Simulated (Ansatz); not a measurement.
```yaml
crystal:
  periodic: [false, false, false]
  atoms:
    - {symbol: Pb, position_ang: [3.140333, 0.144573, -1.262837]}
    - {symbol: Pb, position_ang: [-0.161892, -1.105326, -0.397974]}
    - {symbol: S, position_ang: [-0.504390, 0.455836, 1.883172]}
    - {symbol: S, position_ang: [-2.522325, 0.874500, 1.604144]}
    - {symbol: S, position_ang: [-3.116066, 0.399548, -0.264413]}
    - {symbol: S, position_ang: [0.777072, 0.753797, -2.088849]}
    - {symbol: S, position_ang: [2.387277, -1.522938, 0.526747]}
basis:
  gaussian: {orbitals: def2-TZVPD, initial_orbitals: start.molden}
total_charge: -1
magnetization: {spin_polarized: true, initial_magnetization: 1}
hamiltonian: {xc: pbe0, dispersion: d4}
scf: {omitted_lower_state_checks: [starts]}
output: {orbitals: {seedname: orbitals}}
```

The file start.molden holds the orbitals of an earlier run on this structure, at another level or in another basis.

```sh
$ ansatz run in.yaml --threads 4 --pin off --events-out ev --progress --plain --max-ram 4787MiB
```

(1) Does this run fit into the memory that it is given?

Answers

(1) No. It has 342 basis functions, and Ansatz plans for 5.06 GiB where 4.67 GiB are given.
